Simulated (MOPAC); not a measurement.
Input file for MOPAC: PM6 on SiCl, 2S+1 = 2, a point of a bond scan (R = 3.126 Å).

```
PM6 1SCF PRECISE CHARGE=0 UHF MS=0.5 THREADS=1
ClSi

Si    -0.00000000 1    -0.00000000 1    -1.14267630 1
Cl     0.00000000 1     0.00000000 1     1.98287946 1
```

Program output:

```
*******************************************************************************
 **                                                                           **
 **                              MOPAC v23.2.5                                **
 **                                                                           **
 *******************************************************************************
 ** MOPAC's Digital Object Identifier: https://doi.org/10.5281/zenodo.6511958 **
 **                                                                           **
 ** Please cite the open-source release paper for use of this MOPAC version:  **
 ** J. E. Moussa and J. J. P. Stewart (2026)                                  **
 ** MOPAC: An open-source semiempirical molecular orbital program             **
 ** J. Open Source Softw., 11(119), 8025, https://doi.org/10.21105/joss.08025 **
 *******************************************************************************

                              PM6 CALCULATION RESULTS

 *******************************************************************************
 *  PM6        - The PM6 Hamiltonian to be used
 *  UHF        - UNRESTRICTED HARTREE-FOCK CALCULATION
 *
 *
 *
 *                 CHARGE ON SYSTEM = 0
 *
 *
 *
 *  MS=        - IN MECI, MAGNETIC COMPONENT OF SPIN =  0.5
 *  PRECISE    - TIGHTER CRITERIA TO BE USED
 *  1SCF       - DO 1 SCF AND THEN STOP
 *  THREADS=1  - MULTI-THREADING NOT USED
 *  T=         - A TIME OF 172800.0 SECONDS REQUESTED
 *  DUMP=N     - RESTART FILE WRITTEN EVERY 7200.0 SECONDS REQUESTED
 *******************************************************************************
PM6 1SCF PRECISE CHARGE=0 UHF MS=0.5 THREADS=1
 ClSi

   ATOM   CHEMICAL          X               Y               Z
  NUMBER   SYMBOL      (ANGSTROMS)     (ANGSTROMS)     (ANGSTROMS)

     1      Si         -0.00000000  *  -0.00000000  *  -1.14267630  *
     2      Cl          0.00000000  *   0.00000000  *   1.98287946  *



          CARTESIAN COORDINATES

    NO.       ATOM           X           Y           Z

     1        Si         -0.0000     -0.0000     -1.1427
     2        Cl          0.0000      0.0000      1.9829

 General Reference for PM6:
 "Optimization of Parameters for Semiempirical Methods V: Modification of NDDO Approximations
 and Application to 70 Elements", J. J. P. Stewart, J. Mol. Mod., 13, 1173-1213 (2007)
 URL: https://link.springer.com/article/10.1007/s00894-007-0233-4

           Empirical Formula: Si Cl  =     2 atoms



      MOLECULAR POINT GROUP   :   C*v


          UHF CALCULATION, NO. OF ALPHA ELECTRONS =    6
                           NO. OF BETA  ELECTRONS =    5

 -------------------------------------------------------------------------------
 PM6 1SCF PRECISE CHARGE=0 UHF MS=0.5 THREADS=1
 ClSi



     1SCF WAS SPECIFIED, SO BFGS WAS NOT USED
     SCF FIELD WAS ACHIEVED


                              PM6 CALCULATION
                                                       MOPAC v23.2.5 Linux




          FINAL HEAT OF FORMATION =         91.70429 KCAL/MOL =     383.69075 KJ/MOL


          COSMO AREA              =        107.51 SQUARE ANGSTROMS
          COSMO VOLUME            =         93.99 CUBIC ANGSTROMS

          IONIZATION POTENTIAL    =          7.703495 EV
          ALPHA SOMO LUMO (EV)    =         -7.703 -3.137
          BETA  SOMO LUMO (EV)    =         -9.472 -2.923
          NO. OF ALPHA ELECTRONS  =          6
          NO. OF BETA  ELECTRONS  =          5
          MOLECULAR WEIGHT        =         63.5385         POINT GROUP:  C*v

          MOLECULAR DIMENSIONS (Angstroms)

            Atom       Atom       Distance
           Cl     2   Si     1     3.12556
           Cl     2   Si     1     0.00000
           Si     1   Cl     2     0.00000


          SCF CALCULATIONS        =          1





   ATOM   CHEMICAL          X               Y               Z
  NUMBER   SYMBOL      (ANGSTROMS)     (ANGSTROMS)     (ANGSTROMS)

     1      Si         -0.00000000  *  -0.00000000  *  -1.14267630  *
     2      Cl          0.00000000  *   0.00000000  *   1.98287946  *

                             CARTESIAN COORDINATES

   1   Si       -0.000000000    -0.000000000    -1.142676300
   2   Cl        0.000000000     0.000000000     1.982879460


           Empirical Formula: Si Cl  =     2 atoms



      MOLECULAR POINT GROUP   :   C*v


          ALPHA EIGENVALUES
 -24.87714 -14.62989  -9.68743  -9.51575  -9.46758  -7.70350  -3.13714  -2.44959
   0.75666   0.75742   0.88281   0.91700   0.98456  96.71901  96.81642  96.84203
  97.19535  97.19585


           BETA EIGENVALUES
 -25.01980 -13.22384  -9.75818  -9.49545  -9.47186  -2.92339  -2.51297  -2.27075
   0.94417   0.94776   1.10263   1.24598   1.29700  96.66728  96.77304  96.81035
  97.19693  97.19781


              NET ATOMIC CHARGES AND DIPOLE CONTRIBUTIONS

  ATOM NO.   TYPE          CHARGE      No. of ELECS.   s-Pop       p-Pop       d-Pop
    1         Si           0.618408        3.3816     1.98967     1.37217     0.01975
    2         Cl          -0.618408        7.6184     1.99954     5.61849     0.00037
 DIPOLE           X         Y         Z       TOTAL
 POINT-CHG.     0.000     0.000    -9.284     9.284
 HYBRID         0.000     0.000     0.973     0.973
 SUM            0.000     0.000    -8.311     8.311


          ATOMIC ORBITAL ELECTRON POPULATIONS

     Atom    s        px        py        pz      x^2-y^2     xz        z^2       yz        xy
    1 Si   1.98967   0.99795   0.02339   0.35083   0.00007   0.01103   0.00802   0.00062   0.00000
    2 Cl   1.99954   1.99098   1.97596   1.65155   0.00000   0.00004   0.00031   0.00003   0.00000


                    (SZ)    =    0.500000
                    (S**2)  =    0.752466


          ATOMIC ORBITAL SPIN POPULATIONS

    Atom   Total    s     px     py     pz   x^2-y^2  xz     z^2    yz     xy
         Atomic
    1 Si  1.0288  0.001  0.981  0.002  0.033  0.000  0.010  0.000  0.000  0.000
    2 Cl -0.0288  0.000  0.008 -0.002 -0.035  0.000  0.000  0.000  0.000  0.000

 **********************
 *                    *
 * JOB ENDED NORMALLY *
 *                    *
 **********************




 == MOPAC DONE ==
```

The run finished.

Cost: about 0.020 core-seconds (a rough figure).
